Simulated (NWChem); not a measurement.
# AlH3SO; SMILES [OH][AlH][SH]

```xyz
6

Al    -0.4720    -0.5887     0.0000
H     -1.9946    -1.0072     0.0000
O      0.8135    -1.7034     0.0000
H      0.7470    -2.6593     0.0000
S      0.0997     1.5134     0.0000
H      1.4197     1.2183     0.0000
```
Atoms are numbered in this order, from 1.

Program: NWChem. Pople sets run with spherical d functions. Coordinates come from a PBE0/def2-SVP optimisation. GIAO values for the isolated, static molecule; σ is the absolute isotropic shielding, δ = σ(reference) − σ with the isolated reference molecule computed at the same levels (1H: tetramethylsilane, 17O: water).

| level | σ Al1 (ppm) | δ H2 (ppm) | δ O3 (ppm) | δ H4 (ppm) | σ S5 (ppm) | δ H6 (ppm) |
|---|---|---|---|---|---|---|
| B3LYP/6-31G* | 436.0 | 5.34 | 63.8 | 2.37 | 732.7 | 0.28 |
| PBE/pcSseg-1 | 366.1 | 4.96 | 80.3 | 2.78 | 705.9 | 1.03 |
| PBE0/pcSseg-1 | 381.4 | 4.75 | 64.1 | 2.53 | 730.6 | 1.11 |
| KT2/pcSseg-1 | 383.9 | 4.97 | [?] | 2.78 | [?] | 1.05 |
| BHandHLYP/pcSseg-1 | 392.0 | 4.50 | 52.2 | 2.41 | 735.6 | 0.95 |

What belongs in the gaps?


- KT2/pcSseg-1, δ O3 (ppm): 77.7
- KT2/pcSseg-1, σ S5 (ppm): 721.9
